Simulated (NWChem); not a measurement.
A series in which one site is exchanged, each optimised at PBE0/def2-SVP with NWChem, gas phase unless a solvent is named. All stand in one matching conformer (torsions within 35°), which need not be the lowest. For some, no frequency run checked for a minimum. def2 effective core potentials on Zr, Sn; no spin-orbit coupling.

A: [OH][Sn]([OH])([Cl])[Cl] (SnH2O2Cl2; site = Sn)
B: O[Si](O)(Cl)Cl (SiH$_{2}$O$_{2}$Cl$_{2}$; site = Si)
C: [Ti]([OH])([Cl])([OH])[Cl] (TiH2O2Cl2; site = Ti)
D: [OH][Zr]([OH])([Cl])[Cl] (ZrH2O2Cl2; site = Zr)

Values for A:

- dipole (D), PBE0/def2-SVP = 2.05
- orbital gap (eV), PBE0/def2-SVP = 6.69
- static polarisability, PBE/def2-SVPD (bohr³) = 78.5

How do these values change for the other members?


| change from A | B | C | D |
|---|---|---|---|
| dipole (D), PBE0/def2-SVP | +0.09 | +1.56 | +2.02 |
| orbital gap (eV), PBE0/def2-SVP | +3.07 | -0.56 | +1.04 |
| static polarisability, PBE/def2-SVPD (bohr³) | -17.3 | -1.2 | +2.6 |
